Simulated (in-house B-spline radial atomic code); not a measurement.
Inner levels of rhodium as electrons are removed. A shift is the extra binding of the orbital against the neutral atom ([Kr] 4d3/2(4) 4d5/2(4) 5s1). The density at the nucleus is averaged over the nuclear charge. Computed with a radial B-spline atomic code at the basis-set limit: Dirac-Hartree-Fock, jj configuration that fills j = l - 1/2 first, finite nuclei.

A number in brackets counts the electrons of a j subshell.

```tsv
ion	configuration	shift of 1s1/2 (eV)	radius of 1s1/2 (bohr)	Σ<r²> (bohr²)	change of density at nucleus (bohr⁻³)
Rh36+	[He] 2s2 2p1/2(2) 2p3/2(3)	2336.16	0.032562	0.13348	-1699.84
Rh37+	[He] 2s2 2p1/2(2) 2p3/2(2)	?	?	?	?
Rh38+	[He] 2s2 2p1/2(2) 2p3/2(1)	2854.87	0.032507	0.094749	-1116.65
Rh39+	[He] 2s2 2p1/2(2)	?	?	?	?
Rh40+	[He] 2s2 2p1/2(1)	3402.92	0.032443	0.060004	-605.72
Rh41+	[He] 2s2	3689.98	0.032408	0.044168	-395.13
Rh42+	[He] 2s1	3935.67	0.032404	0.023221	-6824.96
Rh43+	1s2	4184.2	0.032386	0.0028267	-13448.1
Rh44+	1s1	4977.14	0.032102	0.0013872	-64362.6
```

Q: Fill in the row of Rh37+.

A: shift of 1s1/2 (eV): 2593.35; radius of 1s1/2 (bohr): 0.032535; Σ<r²> (bohr²): 0.11372; change of density at nucleus (bohr⁻³): -1411.47.

Q: Fill in the row of Rh39+.

A: shift of 1s1/2 (eV): 3120.69; radius of 1s1/2 (bohr): 0.032478; Σ<r²> (bohr²): 0.076537; change of density at nucleus (bohr⁻³): -815.35.
